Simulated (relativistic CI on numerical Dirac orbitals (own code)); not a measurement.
How the errors of a small relativistic CI change along the 44-electron sequence

Levels calculated with a relativistic CI code on KLI orbitals, against measured ones, in five cumulative steps: (1) Dirac-Coulomb, each configuration alone; (2) with Breit and QED terms; (3) with configuration mixing; (4) with scaled Slater integrals; (5) with a P86 correlation estimate. Each ion has its own short list of configurations; levels above 2,000 cm⁻¹ that pair in every step are counted, and ions without enough such levels are left out. The scale is 0.85 up to charge 4 and 0.9 beyond; P86 is a density functional added for each configuration.

Median relative error (%):

| Ion | Ground | Levels | (1) | (2) | (3) | (4) | (5) |
| --- | --- | --- | --- | --- | --- | --- | --- |
| Ru | 4d7 5s | 17 | 13.0 | 13.7 | 18.6 | 18.0 | 12.9 |
| Rh+ | 4d8 | 27 | 14.4 | 14.3 | 15.5 | 11.5 | 3.6 |
| Pd2+ | 4d8 | 52 | 3.9 | 4.1 | 4.8 | 2.3 | 4.3 |
| Ag3+ | 4d8 | 35 | 3.2 | 3.1 | 2.8 | 0.8 | 4.2 |
| In5+ | 4s2 4d8 | 36 | 1.2 | 1.2 | 1.6 | 1.4 | 3.2 |

Mean absolute error (cm⁻¹):

```csv
Ion,(1),(2),(3),(4),(5)
Ru,3016,3107,4017,3745,2663
Rh+,6403,6321,6250,4782,1573
Pd2+,3478,3430,3569,2085,2402
Ag3+,2985,2954,2937,1231,3888
In5+,3264,3353,3633,2122,6206
```

In step (3), fully ab initio, the relative error is 18.6 % for Ru and 1.6 % for In5+, while the absolute error goes from 4017 to 3633 cm⁻¹. Level energies grow with the charge (linearly within a shell, quadratically where n changes), mostly faster than the correlation that the model misses, so the relative error falls. The sets of levels differ from ion to ion, which blurs the trend. Mixing (step 3) lowers the mean absolute error for 2 of the 5 ions and scaling (step 4) for 5. The P86 step changes the mean absolute error by a factor of 0.7 for the first ion and 2.9 for the last.

Sources of the measured levels: Ru, NIST Handbook of Basic Atomic Spectroscopic Data (Sansonetti and Martin, J. Phys. Chem. Ref. Data 34, 1559 (2005)); Rh+, NIST Handbook of Basic Atomic Spectroscopic Data (Sansonetti and Martin, J. Phys. Chem. Ref. Data 34, 1559 (2005)); Pd2+, Moore, Atomic Energy Levels, vol. III, NSRDS-NBS 35 (1971 reprint of NBS Circular 467, 1958); Ag3+, measured levels as listed in Gamrath, thesis, University of Mons (2023); In5+, measured levels as listed in Gamrath, thesis, University of Mons (2023).
